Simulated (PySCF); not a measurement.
Compound: 2-thiophenecarboxaldehyde, C5H4OS.
SMILES: `O=Cc1cccs1`

Method used: TDDFT wB97X-D/def2-SVPD, vertical, gas phase, core orbitals frozen in the response in PySCF. Isolated species at its GFN2-xTB geometry (one conformer only). Torsions of this conformer, `[O:1]=[CH:2][c:3]1[cH:4][cH:5][cH:6][s:7]1`: O1–C2–C3–C4 0°.

Broadening: Gaussians 0.5 eV wide at half height, area fixed by f = 4.319×10⁻⁹ ∫ε dν̃. The width is an assumption, not a result. The curve ends short of the highest state used, and states not computed would add to its high-energy end.

```csv
E (eV),ε (L mol⁻¹ cm⁻¹)
3.13,0
3.22,0
3.32,0
3.42,1
3.52,3
3.62,7
3.72,11
3.82,14
3.91,14
4.01,12
4.11,15
4.21,43
4.31,179
4.41,646
4.51,1879
4.61,4398
4.70,7859
4.80,12248
4.90,15557
5.00,16298
5.10,14333
5.20,10808
5.30,7117
5.40,4120
5.49,2240
5.59,981
5.69,360
5.79,110
5.89,32
5.99,20
6.09,34
6.18,62
6.28,111
6.38,200
6.48,375
6.58,684
```

Problem. Where are the band maxima, and which computed states make them?

Solution. 320 nm (3.88 eV), ε about 14, made up of S1 (100%); 249 nm (4.98 eV), ε about 16000, made up of S2 (87%) and S3 (13%) (ε in L mol⁻¹ cm⁻¹; maxima over ε = 5, shares over 10%). At its high-energy end, 6.58 eV, the curve is still rising (ε about 680, from S6). The states used: S1 3.88 eV (f 0.0003); S2 4.94 eV (f 0.269); S3 5.22 eV (f 0.073); S4 6.40 eV (f 0.0017); S5 6.51 eV (f 0.0000); S6 6.87 eV (f 0.029); S7 7.02 eV (f 0.0001); S8 7.18 eV (f 0.0019).

Problem. What would ε be at 4.98 eV, the highest of these maxima, with half the width (0.25 eV)?

Solution. About 27700 L mol⁻¹ cm⁻¹ against 16400, a factor of about 1.7; a lone state at its own centre would give exactly 2.

Problem. On this curve, what absorbance would a 10⁻⁵ mol/L sample give at 254 nm over a 1 cm path?

Solution. 254 nm is 4.881 eV, where ε is about 15000 L mol⁻¹ cm⁻¹, so A = ε c l ≈ 0.15 (Beer–Lambert, with the gas-phase spectrum and the assumed width).

Problem. Coming from long wavelengths, where does ε first pass 100 L mol⁻¹ cm⁻¹?

Solution. At about 290 nm (4.27 eV), 0.40 eV above S1.

Hardware: one thread of an Arm Neoverse V2, no GPU, shared host. Cost: 27 s wall.
